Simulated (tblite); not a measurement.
C₆H₈BrFO.
SMILES with atom numbers: `[CH3:1][C@@H:2]1[C@@H:3]([F:4])[CH2:5][C@H:6]1[C:7](=[O:8])[Br:9]` (hydrogens: H10, H11, H12 on C1; H13 on C2; H14 on C3; H15, H16 on C5; H17 on C6)

Computed with GFN2-xTB (tblite), gas phase: L-BFGS steps from a force-field or distance-geometry start until the largest atomic force falls under 0.01 eV/Å.

Step 21: E = -810.9650 eV
```
atom  x, y, z in Å  |  force x, y, z in eV/Å
C1     -0.9645    1.6386    0.5640   -0.020   0.030   0.020
C2     -0.4431    0.4873   -0.2651   -0.056   0.003   0.005
C3     -1.2391   -0.8267   -0.3302    0.022   0.006  -0.031
F4     -1.9841   -1.0192   -1.4622    0.022   0.036   0.011
C5      0.0847   -1.5947   -0.2745   -0.048  -0.023  -0.004
C6      0.7551   -0.3300    0.3039   -0.016   0.008  -0.024
C7      2.0750    0.0217   -0.2630    0.053   0.017   0.034
O8      2.4320    0.0125   -1.3875   -0.018  -0.014   0.006
Br9     3.3611    0.6134    1.1300   -0.042   0.000  -0.039
H10    -1.1753    1.3312    1.5851    0.012  -0.046   0.017
H11    -1.8803    2.0294    0.1273   -0.015  -0.021  -0.025
H12    -0.2302    2.4394    0.5870    0.023   0.034   0.034
H13    -0.2192    0.8175   -1.2816    0.000  -0.006  -0.009
H14    -1.9088   -0.9922    0.5203    0.069   0.009  -0.036
H15     0.1308   -2.4968    0.3283   -0.015   0.004   0.021
H16     0.4394   -1.7963   -1.2844    0.003  -0.050   0.029
H17     0.7595   -0.3231    1.3928    0.025   0.013  -0.008
```

Step 22: E = -810.9659 eV
```
atom  x, y, z in Å  |  force x, y, z in eV/Å
C1     -0.9633    1.6381    0.5660   -0.025   0.042   0.029
C2     -0.4437    0.4871   -0.2634   -0.036   0.016  -0.004
C3     -1.2384   -0.8260   -0.3339    0.001  -0.008  -0.020
F4     -1.9767   -1.0179   -1.4695    0.002   0.038  -0.016
C5      0.0832   -1.5948   -0.2725   -0.013  -0.023   0.004
C6      0.7533   -0.3305    0.3064    0.023   0.012  -0.021
C7      2.0722    0.0213   -0.2627    0.051   0.023   0.019
O8      2.4254    0.0110   -1.3883   -0.009  -0.018  -0.015
Br9     3.3619    0.6183    1.1224   -0.039   0.000  -0.023
H10    -1.1741    1.3312    1.5871    0.012  -0.052   0.024
H11    -1.8788    2.0292    0.1302   -0.030  -0.011  -0.032
H12    -0.2288    2.4389    0.5892    0.022   0.026   0.031
H13    -0.2194    0.8175   -1.2796    0.012   0.003  -0.014
H14    -1.9119   -0.9935    0.5116    0.042   0.007  -0.003
H15     0.1283   -2.4950    0.3316   -0.026  -0.022   0.044
H16     0.4408   -1.8013   -1.2800    0.011  -0.036   0.013
H17     0.7629   -0.3216    1.3955    0.002   0.004  -0.016
```

Step 23: E = -810.9666 eV
```
atom  x, y, z in Å  |  force x, y, z in eV/Å
C1     -0.9627    1.6384    0.5688   -0.020   0.031   0.025
C2     -0.4448    0.4870   -0.2615    0.001   0.024  -0.010
C3     -1.2379   -0.8258   -0.3379   -0.011  -0.010  -0.008
F4     -1.9685   -1.0161   -1.4782   -0.014   0.036  -0.034
C5      0.0816   -1.5956   -0.2699    0.023  -0.015   0.011
C6      0.7520   -0.3308    0.3088    0.042   0.011  -0.013
C7      2.0702    0.0214   -0.2626    0.025   0.018  -0.008
O8      2.4181    0.0092   -1.3900    0.006  -0.018  -0.025
Br9     3.3620    0.6235    1.1138   -0.028   0.005  -0.006
H10    -1.1724    1.3306    1.5900    0.008  -0.046   0.019
H11    -1.8780    2.0293    0.1327   -0.033  -0.003  -0.024
H12    -0.2266    2.4386    0.5917    0.006   0.012   0.028
H13    -0.2187    0.8178   -1.2772    0.016   0.012  -0.014
H14    -1.9157   -0.9949    0.5024    0.015   0.003   0.025
H15     0.1253   -2.4942    0.3362   -0.036  -0.029   0.054
H16     0.4428   -1.8061   -1.2749    0.017  -0.030   0.000
H17     0.7661   -0.3202    1.3980   -0.016  -0.003  -0.021
```

Step 24: E = -810.9673 eV
```
atom  x, y, z in Å  |  force x, y, z in eV/Å
C1     -0.9625    1.6391    0.5717   -0.010   0.006   0.011
C2     -0.4457    0.4873   -0.2599    0.033   0.022  -0.013
C3     -1.2377   -0.8258   -0.3417   -0.008  -0.002   0.002
F4     -1.9612   -1.0139   -1.4867   -0.019   0.033  -0.034
C5      0.0807   -1.5966   -0.2672    0.041  -0.006   0.013
C6      0.7514   -0.3309    0.3106    0.036   0.006  -0.008
C7      2.0691    0.0219   -0.2628   -0.005   0.006  -0.033
O8      2.4118    0.0072   -1.3920    0.022  -0.015  -0.029
Br9     3.3621    0.6285    1.1059   -0.016   0.010   0.009
H10    -1.1707    1.3292    1.5930    0.002  -0.033   0.006
H11    -1.8778    2.0295    0.1346   -0.024   0.003  -0.008
H12    -0.2245    2.4384    0.5944   -0.016  -0.001   0.028
H13    -0.2176    0.8183   -1.2752    0.015   0.020  -0.009
H14    -1.9193   -0.9962    0.4944   -0.005   0.000   0.037
H15     0.1218   -2.4940    0.3414   -0.040  -0.018   0.051
H16     0.4450   -1.8108   -1.2703    0.019  -0.027  -0.002
H17     0.7683   -0.3192    1.3999   -0.025  -0.005  -0.022
```

**Question.** Estimate the geometry and energy of step 25. (The exact step hangs on the optimiser's Hessian estimate; all steps are aligned on step 24, rigid shifts and turns removed.)

**Answer.** E = -810.9678 eV, largest force 0.059 eV/Å
```
atom  x, y, z in Å  |  force x, y, z in eV/Å
C1     -0.9627    1.6398    0.5743    0.000  -0.022  -0.006
C2     -0.4460    0.4879   -0.2589    0.050   0.012  -0.012
C3     -1.2375   -0.8257   -0.3450    0.004   0.009   0.011
F4     -1.9557   -1.0111   -1.4940   -0.014   0.029  -0.018
C5      0.0805   -1.5976   -0.2649    0.037   0.001   0.012
C6      0.7515   -0.3308    0.3118    0.017  -0.002  -0.008
C7      2.0684    0.0226   -0.2634   -0.028  -0.007  -0.051
O8      2.4071    0.0053   -1.3940    0.035  -0.011  -0.033
Br9     3.3621    0.6329    1.0995   -0.005   0.015   0.020
H10    -1.1693    1.3271    1.5955   -0.005  -0.019  -0.011
H11    -1.8783    2.0295    0.1360   -0.008   0.004   0.011
H12    -0.2231    2.4384    0.5974   -0.036  -0.012   0.027
H13    -0.2168    0.8192   -1.2741    0.014   0.025  -0.002
H14    -1.9217   -0.9972    0.4886   -0.017   0.000   0.033
H15     0.1177   -2.4939    0.3467   -0.038   0.004   0.040
H16     0.4470   -1.8160   -1.2665    0.019  -0.023   0.006
H17     0.7695   -0.3184    1.4010   -0.027  -0.005  -0.020
```

The energy changes by -0.0006 eV. The first-order estimate −F·Δx gives -0.0008 eV and the mean of the old and new forces, exact on a quadratic surface, -0.0006 eV. The step makes an angle of 74° with the force vector and moves no atom by more than 0.010 Å.

What follows is the cost of the whole relaxation. Time: 0.91 s. Hardware: one thread, Arm Neoverse V1 (aarch64), shared host.
